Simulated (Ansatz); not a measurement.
`NCB(N)O` → `[CH2]` (triplet) + `NB(N)O`  (formal loss of a carbene)

Computed with Ansatz on PBE0-D4/def2-TZVP structures; ΔE is electronic, products minus reactants. CBS: MP2 limit from def2 TZ/QZ plus the TZ coupled-cluster correction, frozen cores. This one scheme is used for every species. Functionals use def2-TZVPP. B3LYP here is the variant with VWN-RPA as its local correlation; programs differ in this. Triplets are unrestricted, without spin–orbit coupling. One conformer a species, not always the lowest.

| level | ΔE (kJ/mol) | difference from CCSD(T)/CBS |
| --- | --- | --- |
| PBE-D4 | 344.4 | 16.2 |
| r2SCAN-D4 | 306.6 | -21.6 |
| PBE0-D4 | 330.4 | 2.2 |
| B3LYP-D4 | 322.3 | -5.9 |
| ωB97X-V | 342.9 | 14.7 |
| ωB97M-V | 333.2 | 5.0 |
| B2PLYP | 318.3 | -9.9 |
| PBE | 338.1 | 9.9 |
| r2SCAN | 304.8 | -23.4 |
| PBE0 | 324.9 | -3.3 |
| B3LYP | 312.3 | -15.9 |
| HF/def2-TZVPP | 169.6 | -158.6 |
| MP2/def2-TZVPP | 328.1 | -0.1 |
| SCS-MP2/def2-TZVPP | 329.5 | 1.3 |
| CCSD/def2-TZVPP | 306.5 | -21.7 |
| CCSD(T)/def2-TZVPP | 319.9 | -8.3 |
| HF/def2-QZVPP | 168.7 | -159.5 |
| MP2/def2-QZVPP | 332.6 | 4.4 |
| SCS-MP2/def2-QZVPP | 335.3 | 7.1 |
| HF/CBS(def2) | 168.6 | -159.6 |
| MP2/CBS(def2) | 336.5 | 8.3 |
| CCSD/CBS(def2) | 314.8 | -13.4 |
| CCSD(T)/CBS | 328.2 | 0 |

Largest T1 diagnostic among the species: 0.011.

The D4 term adds +10.0 kJ/mol with B3LYP and +5.4 kJ/mol with PBE0; it sums over pairs of atoms, weighted by their polarisabilities, and B3LYP, whose exchange is more repulsive, gets the larger term. In def2-TZVPP, CCSD(T) changes the Hartree–Fock value by +150.2 kJ/mol (the triples alone add +13.4 kJ/mol) and MP2 by +158.5 kJ/mol. From PBE to PBE0 (25 % exact exchange), in def2-TZVPP and without D4, ΔE moves by −13.1 kJ/mol.
